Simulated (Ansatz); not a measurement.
Isolated molecules relaxed with PBE0-D4/def2-TZVP in Ansatz; ΔE leaves out vibrations. CCSD(T)/CBS adds triple-zeta CCSD(T) − MP2 to the extrapolated MP2 energy (def2 sets, frozen cores). This one scheme is used for every species. DFT in def2-TZVPP. No spin–orbit coupling; open shells (•) take unrestricted orbitals. For Ge outer-core shells are correlated without core-valence functions, which leaves a few kJ/mol of doubt a bond. Scalar relativity is left out up to krypton.

Consider the homolysis of the C–Ge bond: `C#[C][Ge]([CH3])([F])[F]` → `[CH3]`• + `C#[C][Ge]([F])[F]`•.

```tsv
level	ΔE (kJ/mol)	difference from CCSD(T)/CBS
LDA (SPW92)	422.8	30.1
r2SCANh-D4	352.4	-40.3
r2SCAN0-D4	355.2	-37.5
BHLYP-D4	361.1	-31.6
CAM-B3LYP-D4	367.3	-25.4
r2SCAN	348.5	-44.2
r2SCANh	350.4	-42.3
CAM-B3LYP	361.3	-31.4
RPA@PBE/def2-TZVPP	371.5	-21.2
MP2/def2-TZVPP	395.6	2.9
CCSD(T)/CBS	392.7	0
```

Largest T1 diagnostic among the species: 0.015.

From r2SCAN to r2SCAN0 (25 % exact exchange), in def2-TZVPP and without D4, ΔE moves by +4.5 kJ/mol. Leaving LDA and LC-ωPBE aside and taking each functional with its dispersion term where it has one, the values, not all of them listed here, spread over 42.8 kJ/mol, from BLYP-D4 to ωB97X-V. LDA lies +67.6 kJ/mol from PBE without D4, its usual overbinding. The D4 term adds +10.6 kJ/mol with B3LYP and +5.9 kJ/mol with PBE0; it sums over pairs of atoms, weighted by their polarisabilities, and B3LYP, whose exchange is more repulsive, gets the larger term.

CCSD(T)/CBS has its own doubt, a few kJ/mol and more with outer-core shells, so smaller differences from it don't rank the levels.

B3LYP here is the variant with VWN-RPA as its local correlation; programs differ in this.
